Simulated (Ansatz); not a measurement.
`[Cl][GeH]` + H₂ → `[GeH2]` + HCl at 500 K and 1 bar (hydrogenolysis of a Ge–Cl bond).

Computed with Ansatz on PBE0-D4/def2-TZVP structures; ΔE is electronic, products minus reactants. CCSD(T)/CBS is the MP2 limit (def2-TZVPP, def2-QZVPP) plus CCSD(T) − MP2 in def2-TZVPP, frozen cores. This one scheme is used for every species. For Ge outer-core shells are correlated without core-valence functions, which leaves a few kJ/mol of doubt a bond. Scalar relativity is left out up to krypton.

```tsv
species	CCSD(T)/CBS energy (Eh)	H − E (kJ/mol)	S (J/(mol·K))
`[Cl][GeH]`	-2536.49422	38.3	287.7
H₂	-1.17544	41.0	145.5
`[GeH2]`	-2077.24753	46.3	239.7
HCl	-460.38127	32.5	201.9
```

H − E and S are ideal-gas, rigid-rotor, harmonic terms from PBE0-D4/def2-TZVP. The MP2-based limit puts H₂ 0.8 mEh under its directly extrapolated value; such offsets cancel only in part. 1 Eh = 2625.50 kJ/mol, R = 8.31446 J/(mol·K).

Task: By hand: ΔE, ΔH, ΔS and ΔG.

Result: ΔE = (-2077.24753) + (-460.38127) − (-2536.49422) − (-1.17544) = 0.04086 Eh = 107.3 kJ/mol. Δ(H − E) = 46.3 + 32.5 − 38.3 − 41.0 = -0.5, so ΔH = 106.8 kJ/mol. ΔS = 239.7 + 201.9 − 287.7 − 145.5 = 8.4 J/(mol·K). ΔG = 106.8 − 500 × (8.4)/1000 = 102.6 kJ/mol.

Task: By hand: the equilibrium constant, and the temperature at which ΔG would vanish if ΔH and ΔS stayed fixed.

Result: log₁₀ K = −ΔG/(RT ln 10) = -10.7. ΔG = 0 at ΔH/ΔS = 12714 K, far beyond where these terms or the molecules hold.

The number of gas molecules stays the same, so ΔS is small and ΔH decides. A doubt of 5 kJ/mol in ΔE shifts log₁₀ K by 0.5 here. These are equilibria of isolated gas molecules and say nothing of rates. Largest T1 diagnostic: 0.013 (customary marks: 0.02 for closed shells, 0.045 for open ones).
